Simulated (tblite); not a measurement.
Compound: C₆H₁₄N (doublet state).
Z-matrix (Å and degrees, GFN2-xTB geometry), rows numbered from 1:
```
C 
C   1  1.4615
C   2  1.5858  1  114.27
C   3  1.5299  2  108.97  1    55.61
N   3  1.4449  2  112.49  1   -63.90
C   3  1.5395  2  109.74  1   174.41
C   6  1.5253  3  115.99  2    61.52
H   1  1.0721  2  121.07  3   -91.34
H   1  1.0740  2  120.73  3    81.31
H   2  1.0935  1  109.96  3  -119.39
H   2  1.0914  1  110.52  3   120.05
H   4  1.0870  3  109.56  2  -178.53
H   4  1.0874  3  110.25  2   -59.02
H   4  1.0865  3  110.64  2    61.18
H   5  1.0133  3  110.55  2    64.16
H   5  1.0129  3  111.31  2   -56.29
H   6  1.0919  3  108.33  2   -61.26
H   6  1.0920  3  107.04  2  -177.36
H   7  1.0881  6  109.37  3   178.03
H   7  1.0875  6  111.56  3   -62.73
H   7  1.0872  6  111.07  3    59.07
```

Structure optimised with GFN2-xTB, isolated species. This method treats the open shell by occupation alone, without spin polarisation.

Masses are those of the commonest isotopes; rigid-rotor values at the optimised geometry. The values belong to one conformer with, in the numbering `[CH2:1][CH2:2][C@:3]([CH3:4])([NH2:5])[CH2:6][CH3:7]`, H–C1–C2–C3 -91° and 81°, C1–C2–C3–C4 56°, C2–C3–N5–H 64° and -56°, C2–C3–C6–C7 62°.

Give the principal moments of inertia and the rotational constants in MHz.

Ia = 147.51, Ib = 262.84, Ic = 296.94 u·Å²; 505379 MHz·u·Å²/I gives A = 3426, B = 1923, C = 1702 MHz.

What kind of rotor is it?

An asymmetric top; Ray's κ = -0.744.

Is it planar, by Δ = Ic − Ia − Ib?

Not planar: Δ = Ic − Ia − Ib = -113.42 u·Å². For a rigid frame Δ = −2 Σ m c², so Σ m c² = 56.71 u·Å² lies off the ab plane: 17.88 from hydrogen and 38.83 from heavier atoms. The atom farthest from that plane is 1.91 Å away.

List the rotational levels J(Ka,Kc) to J = 4 (MHz).

Above 0(0,0):
J = 1: 1(0,1) 3625, 1(1,1) 5128, 1(1,0) 5349
J = 2: 2(0,2) 10852, 2(1,2) 12157, 2(1,1) 12819, 2(2,1) 17329, 2(2,0) 17351
J = 3: 3(0,3) 21637, 3(1,3) 22686, 3(1,2) 24010, 3(2,2) 28203, 3(2,1) 28314, 3(3,1) 36284, 3(3,0) 36286
J = 4: 4(0,4) 35923, 4(1,4) 36703, 4(1,3) 38901, 4(2,3) 42684, 4(2,2) 43009, 4(3,2) 50824, 4(3,1) 50835, 4(4,1) 62083, 4(4,0) 62083
The levels of one J sum to (2J + 1)J(J + 1)(A + B + C)/3.

Estimate the classical rotational partition function at 25 K, 200 K and 500 K.

Point group C1, symmetry number σ = 1; q = (√π/σ)·√((kT/h)³/(ABC)), k/h = 20836.6 MHz/K: 6290 at 25 K, 142000 at 200 K, 563000 at 500 K.

For this open shell read J as N, the rotation without spin; fine and hyperfine splittings come on top. Its GFN2-xTB frequencies are all real (lowest 46 cm⁻¹). Constants of a rigid frame at the computed geometry: no zero-point averaging, no centrifugal distortion.
